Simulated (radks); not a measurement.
Values are calculated unless marked as measured or tabulated.
All-electron atom: the europium ion Eu+ in [Xe] 4f6 5d1 6s1 (not the ground configuration). Level of theory: scalar-relativistic Kohn-Sham, r2SCAN, spin-unpolarised, spherical densities, finite nucleus; meta-GGA in the generalised Kohn-Sham scheme; Fermi nuclear charge, rms radius 5.1115 fm (a radial shooting solver on a logarithmic mesh with Libxc functionals).

Unscreened Slater integrals over Kohn-Sham orbitals (cm^-1).

\begin{tabular}{lr}
integral & value \\ \hline
F0(5d,5d) & 77813 \\
F2(5d,5d) & 39136 \\
F4(5d,5d) & 25380 \\
F0(5d,6s) & 59810 \\
G2(5d,6s) & 18415 \\
F0(5d,4f) & 101540 \\
F2(5d,4f) & 24703 \\
F4(5d,4f) & 12082 \\
G1(5d,4f) & 12586 \\
G3(5d,4f) & 9748.6 \\
G5(5d,4f) & 7319.3 \\
F0(5d,5p) & 93381 \\
F2(5d,5p) & 42711 \\
G1(5d,5p) & 48730 \\
G3(5d,5p) & 29833 \\
F0(6s,6s) & 52330 \\
F0(6s,4f) & 67852 \\
G3(6s,4f) & 2466.9 \\
F0(6s,5p) & 64874 \\
G1(6s,5p) & 4751.2 \\
F0(4f,4f) & 230390 \\
F2(4f,4f) & 107770 \\
F4(4f,4f) & 67291 \\
F6(4f,4f) & 48320 \\
F0(4f,5p) & 148770 \\
F2(4f,5p) & 52287 \\
G2(4f,5p) & 28311 \\
G4(4f,5p) & 21614 \\
F0(5p,5p) & 124810 \\
F2(5p,5p) & 67260 \\
\end{tabular}

Derived for the open shells (J is the average intra-shell exchange parameter used in DFT+U). 4f: F4/F2 = 0.624, F6/F2 = 0.448, J = (286 F2 + 195 F4 + 250 F6)/6435 = 8706 cm^-1. 5d: Racah B = F2/49 - 5 F4/441 = 510.9 cm^-1, C = 35 F4/441 = 2014 cm^-1, C/B = 3.94, F4/F2 = 0.648, J = (F2 + F4)/14 = 4608 cm^-1.
